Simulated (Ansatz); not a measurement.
`[OH][SnH2][Br]` + H₂ → `[Br][SnH3]` + H₂O at 700 K and 1 bar (hydrogenolysis of the Sn–O bond).

Computed with Ansatz on PBE0-D4/def2-TZVP structures; ΔE is electronic, products minus reactants. CCSD(T)/CBS adds triple-zeta CCSD(T) − MP2 to the extrapolated MP2 energy (def2 sets, frozen cores). This one scheme is used for every species. Elements past krypton have def2 core potentials. For Br, Sn outer-core shells are correlated without core-valence functions, which leaves a few kJ/mol of doubt a bond. Scalar relativity is left out up to krypton. One conformer a species, not always the lowest.

```tsv
species	CCSD(T)/CBS energy (Eh)	H − E (kJ/mol)	S (J/(mol·K))
`[OH][SnH2][Br]`	-2864.37583	128.5	413.4
H₂	-1.17544	46.8	155.3
`[Br][SnH3]`	-2789.16986	98.8	350.6
H₂O	-76.37941	80.5	218.4
```

H − E and S are ideal-gas, rigid-rotor, harmonic terms from PBE0-D4/def2-TZVP, for one conformer and one mirror image of each species. The MP2-based limit puts H₂ 0.8 mEh under its directly extrapolated value; such offsets cancel only in part. 1 Eh = 2625.50 kJ/mol, R = 8.31446 J/(mol·K).

Question: By hand: ΔE, ΔH, ΔS and ΔG.

Answer: ΔE = (-2789.16986) + (-76.37941) − (-2864.37583) − (-1.17544) = 0.00200 Eh = 5.3 kJ/mol. Δ(H − E) = 98.8 + 80.5 − 128.5 − 46.8 = 4.0, so ΔH = 9.3 kJ/mol. ΔS = 350.6 + 218.4 − 413.4 − 155.3 = 0.3 J/(mol·K). ΔG = 9.3 − 700 × (0.3)/1000 = 9.1 kJ/mol.

Question: By hand: the equilibrium constant, and the temperature at which ΔG would vanish if ΔH and ΔS stayed fixed.

Answer: log₁₀ K = −ΔG/(RT ln 10) = -0.7. ΔG = 0 at ΔH/ΔS = 31000 K, far beyond where these terms or the molecules hold.

The number of gas molecules stays the same, so ΔS is small and ΔH decides. A doubt of 5 kJ/mol in ΔE shifts log₁₀ K by 0.4 here. Other conformers and mirror images would add mixing entropy, several J/(mol·K) or more a flexible species. These are equilibria of isolated gas molecules and say nothing of rates. Largest T1 diagnostic: 0.011 (customary marks: 0.02 for closed shells, 0.045 for open ones).
